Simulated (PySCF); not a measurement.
An unknown gives this computed stick spectrum. Level of theory: TDDFT PBE0/def2-SVPD, vertical, gas phase, core orbitals frozen in the response in PySCF 2.14.0, density-fitted response routines. Geometries: GFN2-xTB, one conformer each.

```tsv
state	λ (nm)	f
S1	306.8	0.277
S2	286.7	0.0006
S3	285.1	0.0014
S4	244.5	0.068
S5	220.8	0.0016
S6	220.1	0.0003
```

Task: Which structure fits?
A. `C=Nc1ccc(O)s1`
B. `[C@@H]1([C@H](C)CO1)C(N)=O`
C. `CNC(=O)/C=C\CO`

Result: A. Its S1, at 4.04 eV, is the lowest among the candidates; the nearest of the others has S1 at 4.59 eV. S1 is HOMO→LUMO (94%). Löwdin shares by element: HOMO carbon 64% or more (atoms not listed hold the other 36%); LUMO carbon 49% or more, nitrogen 16% (atoms not listed hold the other 35%). At the same level the other candidates give, for their lowest levels:
- `C[C@@H]1CO[C@H]1C(N)=O`: 220 nm (f 0.001); 187 nm (f 0.007); 177 nm (f 0.038); 171 nm (f 0.020); 169 nm (f 0.011); T1 5.16 eV; HOMO -7.15, LUMO 0.46 eV
- `CNC(=O)/C=C\CO`: 270 nm (f 0.001); 249 nm (f 0.009); 219 nm (f 0.274); 204 nm (f 0.164); 186 nm (f 0.003); T1 3.75 eV; HOMO -7.35, LUMO -1.34 eV

Conformer computed: `[CH2:1]=[N:2][c:3]1[cH:4][cH:5][c:6]([OH:7])[s:8]1`: C1–N2–C3–C4 -179°, H–O7–C6–C5 180°.
Triplets come from the Tamm–Dancoff approximation.
